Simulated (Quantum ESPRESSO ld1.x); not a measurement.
Results of a calculation; reference values are marked as such.
Li III, configuration 1s1. Level of theory: scalar-relativistic Kohn-Sham, LDA (Slater exchange, Perdew-Wang correlation), spin-polarised, spherical densities, point nucleus; open shells are filled with parallel spins first (ld1.x of Quantum ESPRESSO 7.5).

Normalised radial functions P(r) = r R(r), r in bohr:

r	1s up	1s down	2p up
0.01673	0.1637	0.1476	0.0007
0.02043	0.1977	0.1783	0.0010
0.02476	0.2364	0.2132	0.0015
0.03024	0.2840	0.2562	0.0022
0.03693	0.3400	0.3067	0.0033
0.04475	0.4024	0.3631	0.0047
0.05466	0.4770	0.4306	0.0070
0.06676	0.5617	0.5075	0.0102
0.08154	0.6562	0.5934	0.0149
0.0988	0.7549	0.6835	0.0213
0.1207	0.8633	0.7832	0.0307
0.1474	0.9730	0.8852	0.0440
0.1786	1.0734	0.9805	0.0617
0.2181	1.1644	1.0699	0.0868
0.2664	1.2308	1.1405	0.1207
0.3228	1.2603	1.1810	0.1632
0.3943	1.2445	1.1854	0.2196
0.4816	1.1735	1.1431	0.2892
0.5882	1.0463	1.0506	0.3711
0.7128	0.8792	0.9176	0.4577
0.8706	0.6766	0.7439	0.5488
1.063	0.4712	0.5537	0.6290
1.288	0.2971	0.3780	0.6816
1.574	0.1592	0.2241	0.6961
1.922	0.0714	0.1137	0.6594
2.329	0.0271	0.0496	0.5756
2.845	0.0076	0.0166	0.4502
3.474	0.0016	0.0042	0.3100
4.243	0.0002	0.0008	0.1828
5.142	0.0000	0.0001	0.0922
6.28	0.0000	0.0000	0.0360
7.671	0.0000	0.0000	0.0106

1s up: eigenvalue -102.01 eV, 0 radial nodes, <r> = 0.510 bohr, 90 % of the charge inside 0.908 bohr. 1s down (empty): eigenvalue -80.773 eV, 0 radial nodes, <r> = 0.569 bohr, 90 % of the charge inside 1.02 bohr. 2p up (empty): eigenvalue -17.285 eV, 0 radial nodes, <r> = 1.96 bohr, 90 % of the charge inside 3.19 bohr.
